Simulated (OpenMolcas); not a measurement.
## neutral silicon: CASPT2 settings compared

```
Program             : OpenMolcas
Basis               : ANO-RCC-VDZ [4s3p]
Scalar Hamiltonian  : X2C, point nucleus
Active space        : 4 electrons in 4 orbitals (3s 3p)
State averaging     : 2S+1 = 3 even, 3 roots; 2S+1 = 1 even, 6 roots; 2S+1 = 5 odd, 1 root; 2S+1 = 3 odd, 5 roots (0 in the spin-orbit step)
Spin-orbit coupling : state interaction with AMFI integrals over the reference wave functions, term energies averaged over their components
```

Methods on the same reference wave functions:
A. CASSCF
B. SS-CASPT2, IPEA 0.15 Eh, no level shift (closed shells correlated: 2s 2p)
C. SS-CASPT2, IPEA 0.2 Eh, imaginary shift 0.1 Eh (closed shells correlated: none)
D. XMS-CASPT2, IPEA 0.4 Eh, imaginary shift 0.05 Eh (closed shells correlated: 2s 2p)

Energies in cm⁻¹ above 3s² 3p² ³P₀, the measured ground level; measured values from NIST Handbook of Basic Atomic Spectroscopic Data.

```
      Level      A      B      C      D  Measured
3s² 3p² ³P₀    0.0    0.0    0.0    0.0       0.0
3s² 3p² ³P₁   65.9   66.1   66.1   66.1      77.1
3s² 3p² ³P₂    193    193    193    193       223
3s² 3p² ¹D₂   8963   8580   8590   8550      6299
3s² 3p² ¹S₀  15879  14520  14590  14780     15394
3s 3p³ ⁵S°₂  22856  24130  24000  24190     33326
```

Deviations, from unrounded energies. A percentage is the sum of absolute deviations over the sum of measured energies, with the sign that they share, or ± where signs differ.

| Against measurement | Levels | A | B | C | D |
| --- | --- | --- | --- | --- | --- |
| mean absolute deviation (cm-1) | 5 | 2700 | 2500 | 2500 | 2400 |
| fine structure of the ground term (%) | 2 | -13.9 | -13.8 | -13.8 | -13.8 |
| other terms of the ground configuration (%) | 2 | +14.5 | ±14.5 | ±14.3 | ±13.2 |
| other configurations (%) | 1 | -31.4 | -27.6 | -28.0 | -27.4 |

B, C, D lie about equally close to measurement and A furthest from it. The largest miss of D in the table is 3s 3p³ ⁵S°₂, by -9100 cm-1. The ranking rests on the paired levels alone, and a cruder setting can come out closer through cancelling errors.

Among B to D the level of the table that moves most is 3s² 3p² ¹S₀, by 260 cm-1 (lowest in B, highest in D). Moves below CASPT2's spread within the term are not significant.

The mean deviations of B to D differ by less than CASPT2's widest spread within a term (93 cm-1), so their order carries little weight.

From A to B the spin-free energies of the other terms of 3s² 3p² shown, above ³P, scale by factors of 0.91 to 0.96.

The lowest spin-free term lies below A's lowest term by 0.013 hartree in B, 0.009 hartree in C, 0.013 hartree in D.

CASPT2 breaks the degeneracy within a term, and the mean is taken; among the terms shown or strongly mixed into the levels shown the widest spread is 93 cm-1 (3s² 3p² ¹D, D). Terms of s pⁿ other than that of highest spin mix with s² pⁿ⁻² d, which this space lacks; all of them can be thousands of cm-1 off, and some have no real level of that name. Without dynamic correlation excited terms often stand tens of per cent too high (terms of higher spin than the ground term too low), and those without a measured partner can miss by more than the paired ones (holds for A). Some terms miss by over 15 % even with CASPT2, which points to a basis or an active space too small for the shells correlated (holds for B; C; D). Computed and measured levels are paired by configuration, term and J; levels that our copy of the source lacks, or whose pairing is in doubt (as where it misses far off the trend of its configuration), stay unpaired and out of the deviations. Only configurations of the active space appear.

° marks odd parity.
